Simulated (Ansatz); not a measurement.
```yaml
crystal:
  periodic: [false, false, false]
  atoms:
    - {symbol: Ti, position_ang: [-0.032868, 0.000100, -0.023043]}
    - {symbol: Br, position_ang: [-0.015915, -0.015329, 2.304351]}
    - {symbol: Br, position_ang: [2.160955, 0.008649, -0.800446]}
    - {symbol: Cl, position_ang: [-1.058826, 1.778477, -0.728642]}
    - {symbol: Cl, position_ang: [-1.053346, -1.771907, -0.752220]}
basis:
  gaussian: {orbitals: def2-mTZVPP}
total_charge: 1
magnetization: {spin_polarized: true, initial_magnetization: 1}
hamiltonian: {xc: {name: SVWN5}}
scf: {omitted_lower_state_checks: [starts]}
output: {forces: true}
```

```sh
$ ansatz run in.yaml --threads 2 --pin off --events-out ev --progress --plain --max-ram 32768MiB --backend cpu
```

Output, abridged:

```
Functional definition: SVWN5
1598 factors; their error is unknown
mean field evaluation 1: about -187902.3207 eV, gradient 7.7e1 eV
mean field evaluation 2: about -187833.4681 eV, gradient 1.3e2 eV
mean field evaluation 4: about -187906.5655 eV, gradient 5.0e1 eV
mean field evaluation 8: about -187922.8452 eV, gradient 3.5e0 eV
mean field evaluation 16: about -187922.9523 eV, gradient 5.9e-1 eV
mean field evaluation 32: about -187922.9258 eV, gradient 2.7e-5 eV
mean field -187922.92576018 eV, -6906.0401429524 hartree, gradient 7.3e-6 eV, S^2 0.753495; 0 other end points of the search recorded, 0 dependent functions left out
reference -187922.92580302 eV, -6906.0401445268 hartree; 63, 62 occupied and 96, 97 virtual orbitals, 1598 factors
WARN: the results are in doubt because the forces break the atoms' symmetry
Total energy: -187922.92580302 eV, -6906.0401445268 hartree
Atom 0 at    -0.032868     0.000100    -0.023043 Å, force    -0.734463     0.002286    -0.514938 eV/Å
Atom 1 at    -0.015915    -0.015329     2.304351 Å, force     0.115133    -0.032518    -0.051012 eV/Å
Atom 2 at     2.160955     0.008649    -0.800446 Å, force    -0.008574     0.032186     0.125721 eV/Å
Atom 3 at    -1.058826     1.778477    -0.728642 Å, force     0.334976    -0.499746     0.187914 eV/Å
Atom 4 at    -1.053346    -1.771907    -0.752220 Å, force     0.292928     0.497791     0.252315 eV/Å
Dipole moment:     0.025174    -0.000078     0.017650 e Å
In doubt: the forces break the atoms' symmetry
Checks for a lower state left out: starts
```

Hardware: 2 threads of AMD EPYC 7R13 on a shared host. Wall time 9 s.

The program marks the result for the charge 1 doublet as doubtful (asymmetric forces).

The dipole of an ion depends on the origin.
